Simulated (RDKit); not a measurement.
Input file for RDKit: UFF on H2O (SMILES O).

```python
from rdkit import Chem
from rdkit.Chem import AllChem, rdDetermineBonds

blocks = [
'''3

O    -0.00000000    0.00000000    0.38961139
H     0.00000000    0.76498632   -0.19485569
H     0.00000000   -0.76498632   -0.19485569
''',
]
mol = None
for b in blocks:
    f = Chem.MolFromXYZBlock(b)
    rdDetermineBonds.DetermineBonds(f, charge=0)
    mol = f if mol is None else Chem.CombineMols(mol, f)
Chem.SanitizeMol(mol)
print(Chem.MolToSmiles(Chem.RemoveHs(mol)))
ff = AllChem.UFFGetMoleculeForceField(mol, vdwThresh=100.0, ignoreInterfragInteractions=False)
e = ff.CalcEnergy()
print(f'UFF energy {e:.6f} kcal/mol')
```

Output:

```
O
UFF energy 0.859581 kcal/mol
```

The run finished.

Cost: about 0.05 core-seconds (a rough figure).
